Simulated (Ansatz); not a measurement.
```yaml
crystal:
  periodic: [false, false, false]
  atoms:
    - {symbol: Ge, position_ang: [0.136670, -0.028464, -0.128137]}
    - {symbol: Se, position_ang: [-1.512456, -0.105231, 1.536608]}
    - {symbol: H, position_ang: [0.089608, 1.411445, -0.664320]}
    - {symbol: H, position_ang: [-0.184166, -1.023788, -1.252824]}
    - {symbol: H, position_ang: [1.520344, -0.327562, 0.467272]}
basis:
  gaussian: {orbitals: 6-31G}
magnetization: {spin_polarized: true, initial_magnetization: 3}
hamiltonian: {xc: {name: HF}}
correlation: {method: mp2, frozen_orbitals: {Ge: 9}}
```

```sh
$ ansatz run in.yaml --threads 2 --pin off --events-out ev --progress --plain --max-ram 32768MiB --backend cpu
```

Question: How does Ansatz answer? (Best estimate.)

Answer: Ansatz gave: The program refused the input.
```
Functional definition: HF
  name "HF"
  cite "Fock, Z. Phys. 61, 126 (1930) doi:10.1007/BF01340294"
  parent pbe
  exchange = exact_x
  correlation = 0
Error: "frozen_orbitals" has no count for Se
```
